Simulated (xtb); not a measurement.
BrPb (SMILES [Br][Pb]), doublet, at a GFN2-xTB geometry (such geometries of metal compounds can be far from the true shape) (the spin is typed, not shown lowest), atoms displaced at random by about 0.02 Å a coordinate. Base run: GFN1-xTB (xtb).

Input for xtb:
```
$ xtb mol.xyz --gfn 1 --uhf 1 --opt --json

# file mol.xyz
2

Pb     0.01900537    -0.00883870    -0.76430386
Br    -0.00802571     0.00271333     1.82458235
```

Each row names what was changed in the base input (with any setting that the change needs).

```json
[
 {"change": "base", "ΔE vs base (kJ/mol)": "0.00", "optimiser steps": "7"},
 {"change": "alpb = chcl3", "ΔE vs base (kJ/mol)": "-15.41", "optimiser steps": "7"},
 {"change": "alpb = benzene", "ΔE vs base (kJ/mol)": "-11.77", "optimiser steps": "7"},
 {"change": "opt level = crude", "ΔE vs base (kJ/mol)": "0.00", "optimiser steps": "6"},
 {"change": "opt level = lax", "ΔE vs base (kJ/mol)": "0.00", "optimiser steps": "6"},
 {"change": "opt level = vtight", "ΔE vs base (kJ/mol)": "0.00", "optimiser steps": "8"},
 {"change": "opt level = loose", "ΔE vs base (kJ/mol)": "0.00", "optimiser steps": "6"},
 {"change": "opt level = extreme", "ΔE vs base (kJ/mol)": "0.00", "optimiser steps": "9"},
 {"change": "opt level = tight", "ΔE vs base (kJ/mol)": "0.00", "optimiser steps": "7"},
 {"change": "opt level = sloppy", "ΔE vs base (kJ/mol)": "0.00", "optimiser steps": "6"}
]
```
